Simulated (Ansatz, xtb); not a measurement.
## Two isomers of C5H9NSe

Structure I is `C/N=C1/CC[Se]C1`, a singlet and structure II is `C[Se]CCCC#N`, a singlet. Both are isolated molecules in the gas phase, relaxed with r2SCAN-D4/def2-SVP; the shapes shown needn't be the lowest conformers.

I (Å):

```yaml
atoms:
  - { symbol: C, position_ang: [-0.6230, -2.1539, 3.2333] }
  - { symbol: C, position_ang: [-0.0971, -1.0029, 1.2591] }
  - { symbol: C, position_ang: [0.8569, -0.3631, 0.2748] }
  - { symbol: C, position_ang: [0.3098, -0.5368, -1.1328] }
  - { symbol: C, position_ang: [-1.5607, -0.8639, 0.8653] }
  - { symbol: N, position_ang: [0.3319, -1.5890, 2.3048] }
  - { symbol: Se, position_ang: [-1.6308, -0.1850, -0.9782] }
  - { symbol: H, position_ang: [-1.2466, -2.9386, 2.7633] }
  - { symbol: H, position_ang: [-1.3173, -1.3921, 3.6357] }
  - { symbol: H, position_ang: [-0.0947, -2.6105, 4.0829] }
  - { symbol: H, position_ang: [1.8619, -0.7925, 0.4062] }
  - { symbol: H, position_ang: [0.9160, 0.7157, 0.5137] }
  - { symbol: H, position_ang: [0.7280, 0.1776, -1.8553] }
  - { symbol: H, position_ang: [0.4625, -1.5596, -1.5113] }
  - { symbol: H, position_ang: [-2.0769, -1.8353, 0.9425] }
  - { symbol: H, position_ang: [-2.0812, -0.1601, 1.5374] }
```

II (Å):

```xyz
16

C     0.2713   -0.1383    2.2247
C     0.3383    1.2487   -0.4102
C    -0.8206    2.2087   -0.6517
C    -2.0061    2.0192    0.3058
C    -2.5789    0.6794    0.2356
N    -2.9938   -0.4054    0.1683
Se    1.1618    1.3799    1.3755
H    -0.8115    0.0175    2.3210
H     0.4670   -1.0580    1.6562
H     0.7147   -0.2335    3.2258
H     1.1467    1.4454   -1.1305
H     0.0287    0.1992   -0.5442
H    -0.4736    3.2502   -0.5488
H    -1.1687    2.0885   -1.6936
H    -1.6689    2.2004    1.3428
H    -2.7998    2.7537    0.0909
```

Energies in hartree; the thermal terms are from GFN2-xTB frequencies at re-optimised GFN2-xTB minima (ideal gas, soft modes damped towards free rotors, one conformer each, 298.15 K, 1 atm) and include the zero-point energy:

|  | I | II |
| --- | --- | --- |
| E, CCSD(T)/def2-SVP | −2649.551163 | −2649.561741 |
| E, MP2/def2-SVP | −2649.452538 | −2649.466111 |
| E, MP2/def2-TZVPP | −2650.254306 | −2650.267033 |
| zero-point energy | 0.128812 | 0.127291 |
| H(298 K) − E | 0.137886 | 0.137512 |
| G(298 K) − E | 0.094940 | 0.091923 |

Correct the CCSD(T) difference for the basis set by the MP2 change, then work out ΔE, ΔE₀, ΔH and ΔG for I → II in kJ/mol (1 Eh = 2625.50 kJ/mol) and the equilibrium ratio [II]/[I].

1. Differences II − I: CCSD(T) −0.010578, MP2 in the small set −0.013573, MP2 in the large set −0.012727 Eh.
2. ΔE = −0.010578 + (−0.012727 − (−0.013573)) = −0.009732 Eh = −25.55 kJ/mol.
3. ΔE₀ = ΔE + ΔZPE = −0.009732 + (−0.001521) Eh = −29.54 kJ/mol.
4. ΔH = ΔE + (−0.000374) Eh = −26.53 kJ/mol.
5. ΔG = ΔE + (−0.003017) Eh = −33.47 kJ/mol, so ΔS = (ΔH − ΔG)/T = +23.3 J/(mol K).
6. kT = 0.9442 mEh, so K = [II]/[I] = exp(−ΔG/kT) = exp(+13.50) ≈ 7.3 × 10^5.

Structure II is favoured at this temperature. An error of 4 kJ/mol in ΔG would change K by a factor of 5. GFN2-xTB, HF/STO-3G, r2SCAN-D4/def2-SVP//GFN2-xTB, r2SCAN-D4/def2-SVP gave ΔE the other sign. Mirror images and further conformers aren't counted.

As drawn, II has 1 C≡N in place of 1 C–N, 1 C=N. Structure I has a 5-membered ring, II no ring.

Other levels gave ΔE = +78.2 (GFN2-xTB); +4.0 (HF/STO-3G, GFN2-xTB geometries); +3.4 (r2SCAN-D4/def2-SVP//GFN2-xTB); +2.5 (r2SCAN-D4/def2-SVP); −35.9 (HF/def2-SVP); −35.6 (MP2/def2-SVP); −27.8 (CCSD(T)/def2-SVP) kJ/mol. The correlated steps freeze 15 core orbitals; the filled d shell of Se is correlated, in a basis made for valence electrons. Programs: Ansatz 0.2.0, xtb 6.7.1.
